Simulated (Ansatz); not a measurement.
The cluster Te3Pd2, relaxed as a singlet with RKS r2SCAN-D4/def2-SVP in Ansatz, starting from the GFN2-xTB geometry. Force threshold 0.02 eV/Å.

In the def2 sets Pd, Te take a core potential; there is no spin–orbit coupling. The restricted singlet is unstable towards broken spin symmetry in Hartree–Fock (as tested in another run); at r2SCAN-D4/def2-SVP this wasn't settled. The relaxation made no stability test and no search for a lower SCF solution. No other spin state of charge 0 was run. The structure comes from a short search, and lower isomers may exist.

Start:

| atom | x (Å) | y (Å) | z (Å) |
| --- | --- | --- | --- |
| Pd1 | -0.7834 | 1.2430 | 0.4216 |
| Pd2 | 1.2302 | -0.3979 | -0.8141 |
| Te3 | 1.3679 | 0.3796 | 1.7188 |
| Te4 | -1.1538 | 0.0255 | -1.9074 |
| Te5 | -0.6609 | -1.2501 | 0.5811 |

```tsv
step	energy (eV)	largest force component (eV/Å)	SCF passes
1	-28854.7135	1.149	26
2 (rejected)	-28854.6860	1.200	29
3	-28854.8652	0.163	30
4	-28854.8747	0.062	23
5	-28854.8755	0.020	25
```

Force components are those of the run's own axes.

End:

Cartesian coordinates in Å:
```
Pd -0.680 1.272 0.348
Pd 1.211 -0.269 -0.815
Te 1.384 0.332 1.809
Te -1.227 -0.035 -1.947
Te -0.687 -1.299 0.604
```

By distances, no bond broke or formed. The bond that changes most is Pd2–Te5, from 2.50 to 2.58 Å (atoms count from 1).

No frequencies were taken in this run, so the end may be a saddle point.

It took 19 s on 4 threads of Arm Neoverse V2 on a shared host.
